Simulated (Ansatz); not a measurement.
Cost and result for the atomization energy of `O=[C]1[AlH][Se][SiH]1F` (8 atoms, 8 bonds).

The species carries charge 0 and has multiplicity 1. Correlated methods include outer-core shells of Se, which these sets cover unevenly. Scalar relativity is left out up to krypton. The geometry is a stationary point of PBE0-D4/def2-TZVP. Program: Ansatz. All runs use 4 threads of an Arm Neoverse V1 on a shared host. Times are those of one run each, without the atoms' runs, and a repeat can differ threefold. Electronic energies, without spin–orbit coupling; frozen cores. CCSD(T)/CBS adds CCSD(T) − MP2 in def2-TZVPP to the MP2 limit, and its time is that of the two runs behind it. T1 = 0.015. With those shells the extrapolation isn't a true limit. B3LYP takes the VWN-RPA correlation (the form of Gaussian; ORCA's B3LYP/G). HSE06 is the plane-wave form, built on full-range PBE exchange.

CCSD(T)/CBS is a level of theory with its own doubt, some kJ/mol a heavy atom from the limit and from the frozen cores, so smaller differences don't rank the functionals.

```
                            level  functions  wall time
             revPBE-D4/def2-TZVPP        253      3.4 s
               BLYP-D4/def2-TZVPP        253      3.4 s
              BHLYP-D4/def2-TZVPP        253      5.5 s
              HSE06-D4/def2-TZVPP        253        6 s
B3LYP-D4/def2-TZVPP (with forces)        253      7.5 s
              PBE-QIDH/def2-TZVPP        253      9.5 s
               ωB97X-V/def2-TZVPP        253       13 s
                 CCSD(T)/def2-SVP        120       13 s
                B97M-V/def2-TZVPP        253       14 s
 ωB97M-V/def2-TZVPP (with forces)        253       20 s
                   MP2/def2-QZVPP        460       32 s
               CCSD(T)/def2-TZVPP        253    5.3 min
                CCSD(T)/CBS(def2)          –    5.9 min
```

Q: What atomization energy does each give, and how far from CCSD(T)/CBS? (An estimate is asked.)

A: The calculation gave: 
| level | atomization (kJ/mol) | difference from CCSD(T)/CBS | per bond |
| --- | --- | --- | --- |
| revPBE-D4/def2-TZVPP | 2963.9 | -12.8 | -1.6 |
| BLYP-D4/def2-TZVPP | 2968.7 | -8.0 | -1.0 |
| BHLYP-D4/def2-TZVPP | 2811.3 | -165.4 | -20.7 |
| HSE06-D4/def2-TZVPP | 2963.2 | -13.5 | -1.7 |
| B3LYP-D4/def2-TZVPP (with forces) | 2939.4 | -37.3 | -4.7 |
| PBE-QIDH/def2-TZVPP | 2937.2 | -39.5 | -4.9 |
| ωB97X-V/def2-TZVPP | 2979.0 | 2.3 | 0.3 |
| CCSD(T)/def2-SVP | 2724.8 | -251.9 | -31.5 |
| B97M-V/def2-TZVPP | 2989.0 | 12.3 | 1.5 |
| ωB97M-V/def2-TZVPP (with forces) | 2964.3 | -12.4 | -1.5 |
| MP2/def2-QZVPP | 3048.8 | 72.1 | 9.0 |
| CCSD(T)/def2-TZVPP | 2865.7 | -111.0 | -13.9 |
| CCSD(T)/CBS(def2) | 2976.7 | 0.0 | 0.0 |

The D4 term adds +42.6 kJ/mol with B3LYP and +22.2 kJ/mol with PBE0; it sums over pairs of atoms, weighted by their polarisabilities, and B3LYP, whose exchange is more repulsive, gets the larger term. From PBE to PBE0 (25 % exact exchange), in def2-TZVPP and without D4, the atomization energy moves by −95.9 kJ/mol: exact exchange takes away binding that semilocal exchange gives to molecules. At CCSD(T), def2-SVP lies −251.9 kJ/mol from the extrapolated value and def2-TZVPP −111.0 kJ/mol: correlation converges slowly with the basis, and small sets miss more of it in the bonded molecule than in its fragments.

For some Ge, Se and Sn compounds the MP2-based and the directly extrapolated limit differ by 10 to 25 kJ/mol.
